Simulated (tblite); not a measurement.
Species: CH13NSi4.
Atom-mapped SMILES: `[CH3:1][SiH2:2][Si@H:3]([SiH3:4])[NH:5][SiH3:6]` (hydrogens: H7, H8, H9 on C1; H10, H11 on Si2; H12 on Si3; H13, H14, H15 on Si4; H16 on N5; H17, H18, H19 on Si6)

Computed with GFN2-xTB (tblite), gas phase: L-BFGS steps from a force-field or distance-geometry start until the largest atomic force falls under 0.01 eV/Å.

At the end of the run (lengths in Å): Si2–Si3 2.323, Si3–Si4 2.317, N5–Si6 1.729, N5–H16 1.008, Si3–N5 1.751, Si2–H11 1.476, C1–H7 1.086, Si3–N5–Si6 130.1°, Si2–Si3–Si4 118.2°, Si4–Si3–N5 108.3°, Si2–Si3–N5 105.4°, C1–Si2–Si3–Si4 32°, Si2–Si3–N5–Si6 178°, H10–Si2–C1–H7 -56°, H7–C1–Si2–Si3 -178°.

Problem. These geometries were met on the way; a selection of coordinates is given. Order them by energy above the end point, lowest first.
A. Si2–Si3 2.294, Si3–Si4 2.301, N5–Si6 1.724, N5–H16 1.007, Si3–N5 1.747, Si2–H11 1.477, C1–H7 1.086, Si3–N5–Si6 120.1°, Si2–Si3–Si4 113.9°, Si4–Si3–N5 112.6°, Si2–Si3–N5 108.3°, C1–Si2–Si3–Si4 46°, Si2–Si3–N5–Si6 -167°, H10–Si2–C1–H7 -105°, H7–C1–Si2–Si3 137°
B. Si2–Si3 2.229, Si3–Si4 2.229, N5–Si6 1.791, N5–H16 1.049, Si3–N5 1.791, Si2–H11 1.486, C1–H7 1.109, Si3–N5–Si6 109.7°, Si2–Si3–Si4 110.7°, Si4–Si3–N5 113.1°, Si2–Si3–N5 107.0°, C1–Si2–Si3–Si4 51°, Si2–Si3–N5–Si6 -164°, H10–Si2–C1–H7 -103°, H7–C1–Si2–Si3 134°
C. Si2–Si3 2.313, Si3–Si4 2.322, N5–Si6 1.729, N5–H16 1.008, Si3–N5 1.751, Si2–H11 1.475, C1–H7 1.089, Si3–N5–Si6 122.8°, Si2–Si3–Si4 115.7°, Si4–Si3–N5 110.4°, Si2–Si3–N5 108.3°, C1–Si2–Si3–Si4 44°, Si2–Si3–N5–Si6 -167°, H10–Si2–C1–H7 -100°, H7–C1–Si2–Si3 140°
D. Si2–Si3 2.275, Si3–Si4 2.283, N5–Si6 1.725, N5–H16 1.005, Si3–N5 1.741, Si2–H11 1.451, C1–H7 1.078, Si3–N5–Si6 113.5°, Si2–Si3–Si4 110.8°, Si4–Si3–N5 113.6°, Si2–Si3–N5 108.1°, C1–Si2–Si3–Si4 50°, Si2–Si3–N5–Si6 -165°, H10–Si2–C1–H7 -105°, H7–C1–Si2–Si3 134°
E. Si2–Si3 2.314, Si3–Si4 2.321, N5–Si6 1.732, N5–H16 1.009, Si3–N5 1.755, Si2–H11 1.479, C1–H7 1.087, Si3–N5–Si6 120.6°, Si2–Si3–Si4 114.4°, Si4–Si3–N5 110.9°, Si2–Si3–N5 107.6°, C1–Si2–Si3–Si4 43°, Si2–Si3–N5–Si6 -167°, H10–Si2–C1–H7 -104°, H7–C1–Si2–Si3 138°

Solution. C (0.077 eV), E (0.128 eV), A (0.216 eV), D (0.387 eV), B (0.638 eV).

```json
{"step": "17", "E above end (eV)": "0.077", "rms distance from the end, all atoms (Å)": "0.324", "largest force (eV/Å)": "0.269", "rms shift of all bonds from the end (Å)": "0.004"}
{"step": "10", "E above end (eV)": "0.128", "rms distance from the end, all atoms (Å)": "0.343", "largest force (eV/Å)": "0.392", "rms shift of all bonds from the end (Å)": "0.008"}
{"step": "6", "E above end (eV)": "0.216", "rms distance from the end, all atoms (Å)": "0.357", "largest force (eV/Å)": "0.539", "rms shift of all bonds from the end (Å)": "0.010"}
{"step": "3", "E above end (eV)": "0.387", "rms distance from the end, all atoms (Å)": "0.380", "largest force (eV/Å)": "0.644", "rms shift of all bonds from the end (Å)": "0.017"}
{"step": "0", "E above end (eV)": "0.638", "rms distance from the end, all atoms (Å)": "0.392", "largest force (eV/Å)": "1.668", "rms shift of all bonds from the end (Å)": "0.038"}
```

Rows stand in the order of the answer.
